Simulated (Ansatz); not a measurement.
Geometry optimisation, RKS BLYP/6-31G in Ansatz.

The input (input.yaml):

```yaml
crystal:
  periodic: [false, false, false]
  atoms:
    - { symbol: Si, position_ang: [-0.021744, -0.077046, 0.202863] }
    - { symbol: S, position_ang: [2.036788, -0.183578, -0.534093] }
    - { symbol: "N", position_ang: [-0.746777, -0.715077, -1.245664] }
    - { symbol: H, position_ang: [-0.102246, -0.76707, -2.035648] }
    - { symbol: O, position_ang: [-0.416063, 1.524382, 0.763386] }
    - { symbol: O, position_ang: [-0.48143, -1.074606, 1.538937] }
    - { symbol: H, position_ang: [2.576514, 0.947799, 0.079102] }
    - { symbol: H, position_ang: [-1.647258, -1.177008, -1.331042] }
    - { symbol: H, position_ang: [-0.694691, 2.212411, 0.116925] }
    - { symbol: H, position_ang: [-0.503195, -0.690206, 2.445334] }
basis:
  gaussian: { orbitals: "6-31G" }
hamiltonian:
  xc: blyp
relax:
  f_tol: 0.03
  max_steps: 50
```

Run as:

```bash
$ ansatz run input.yaml --threads 1 --pin off --max-ram 2048MiB --backend cpu --events-out ev --progress --plain --runs-dir out
```

Question: Where does it end, and by what steps?

Answer: It converged. Limits of this set-up: no polarisation functions. After 6 steps the energy has fallen by 0.152 eV; H4 moved furthest, 0.33 Å.

```tsv
step	energy less start (eV)	largest force component (eV/Å)	accepted
0	0.0000	1.260	yes
1	-0.1057	0.738	yes
2	-0.1298	0.545	yes
3	-0.1399	0.368	yes
4	-0.1480	0.249	yes
5	-0.1519	0.103	yes
6	-0.1522	0.022	yes
```

```xyz
10
Properties=species:S:1:pos:R:3
Si 0.023 -0.094 0.140
S 2.214 -0.120 -0.430
N -0.796 -0.747 -1.253
H -0.397 -0.732 -2.187
O -0.359 1.514 0.701
O -0.472 -1.089 1.464
H 2.588 1.009 0.291
H -1.663 -1.271 -1.155
H -0.625 2.216 0.066
H -0.513 -0.687 2.363
```

The run took 44 s on 1 thread of AMD EPYC 7R43 64-Core Processor (Zen 3), with other jobs on the host, peak memory 0.17 GiB.
